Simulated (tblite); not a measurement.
C₃H₁₂ClNSi₄.
Cartesian coordinates in Å at the GFN2-xTB level; atoms count from 1:
```xyz
21
C3H12ClNSi4 angstrom
C      3.8808    0.0963    0.5595
C      2.8460    0.3705   -0.2190
Si     1.4928   -0.8479   -0.6771
Cl     1.8120   -2.5734    0.3122
N     -0.0736   -0.2607   -0.2312
Si    -1.2711   -1.3825    0.3883
C     -2.9402   -0.4720    0.3703
Si    -2.7055    1.3815   -0.0201
Si    -0.4474    1.4487   -0.4387
H      4.0121   -0.8809    0.9954
H      4.6395    0.8269    0.7962
H      2.7584    1.3647   -0.6380
H      1.5064   -1.1630   -2.1099
H     -0.8966   -1.7631    1.7546
H     -1.3027   -2.5506   -0.4991
H     -3.4334   -0.6142    1.3287
H     -3.5921   -0.9355   -0.3667
H     -3.5726    1.7738   -1.1440
H     -3.1526    2.1949    1.1227
H      0.0282    1.8047   -1.7851
H      0.4026    2.1989    0.5003
```

Computed values, GFN2-xTB/tblite, gas phase, harmonic and unscaled. Against measured fundamentals such values can be off by several per cent, at times by over 20. Modes of hydrogen on silicon can be 10 to 20 % off. One conformer, not necessarily the lowest. The optimisation stopped once no atom felt more than 0.01 eV/Å.

Lowest wavenumbers of the output (negative numbers stand for imaginary wavenumbers):
```
mode    cm-1
  1     -22.2
  2      24.1
  3      39.9
  4      59.5
  5      99.0
  6     125.8
  7     143.8
  8     179.5
  9     202.3
 10     259.6
```

**Question.** Is this structure a minimum?

**Answer.** Not by this Hessian. 1 mode is imaginary beyond 20i (22i cm⁻¹), so at this level the point lies at or near a first-order saddle. The curvature is small, so loose convergence or finite differences may be the whole cause.

**Question.** Which atoms move in the imaginary mode?

**Answer.** 22i: C7 (sp3 carbon bound to silicon) 28 %, Si8 (SiH2 silicon) 17 %, H16 (methylene hydrogen) 11 %, H17 (methylene hydrogen) 10 %. These are shares of the mass-weighted motion.

**Question.** What is the remedy?

**Answer.** Step along that mode in both directions, optimise again with tighter thresholds and repeat the frequencies. The zero-point energy of this point (84.0 kcal/mol) counts the 56 real modes alone, and thermal corrections from it aren't those of a minimum.

Hardware: Arm Neoverse N1, one thread, no GPU, on a shared host. Cost: 2.8 s of wall time. The figure is for the frequency step alone.
